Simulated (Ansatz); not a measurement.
`Cl[Si](Cl)(Cl)[TeH]` + HI → `Cl[Si](Cl)(Cl)I` + H₂Te at 600 K and 1 bar (ligand exchange at the Si–Te bond).

Isolated molecules relaxed with PBE0-D4/def2-TZVP in Ansatz; ΔE leaves out vibrations. CCSD(T)/CBS adds triple-zeta CCSD(T) − MP2 to the extrapolated MP2 energy (def2 sets, frozen cores). Elements past krypton have def2 core potentials. For I, Te outer-core shells are correlated without core-valence functions, which leaves a few kJ/mol of doubt a bond.

```tsv
species	CCSD(T)/CBS energy (Eh)	H − E (kJ/mol)	S (J/(mol·K))
`Cl[Si](Cl)(Cl)[TeH]`	-1936.91665	91.5	470.7
HI	-298.03592	31.6	227.0
`Cl[Si](Cl)(Cl)I`	-1966.04944	67.8	433.5
H₂Te	-268.91024	52.9	255.0
```

H − E and S are ideal-gas, rigid-rotor, harmonic terms from PBE0-D4/def2-TZVP. 1 Eh = 2625.50 kJ/mol, R = 8.31446 J/(mol·K).

Q: By hand: ΔE, ΔH, ΔS and ΔG.

A: ΔE = (-1966.04944) + (-268.91024) − (-1936.91665) − (-298.03592) = -0.00711 Eh = -18.7 kJ/mol. Δ(H − E) = 67.8 + 52.9 − 91.5 − 31.6 = -2.4, so ΔH = -21.1 kJ/mol. ΔS = 433.5 + 255.0 − 470.7 − 227.0 = -9.2 J/(mol·K). ΔG = -21.1 − 600 × (-9.2)/1000 = -15.6 kJ/mol.

Q: By hand: the equilibrium constant, and the temperature at which ΔG would vanish if ΔH and ΔS stayed fixed.

A: log₁₀ K = −ΔG/(RT ln 10) = 1.4. ΔG = 0 at ΔH/ΔS = 2293 K, though so small a ΔS makes that figure unsure.

The number of gas molecules stays the same, so ΔS is small and ΔH decides. A doubt of 5 kJ/mol in ΔE shifts log₁₀ K by 0.4 here. These are equilibria of isolated gas molecules and say nothing of rates. Largest T1 diagnostic: 0.010 (customary marks: 0.02 for closed shells, 0.045 for open ones).
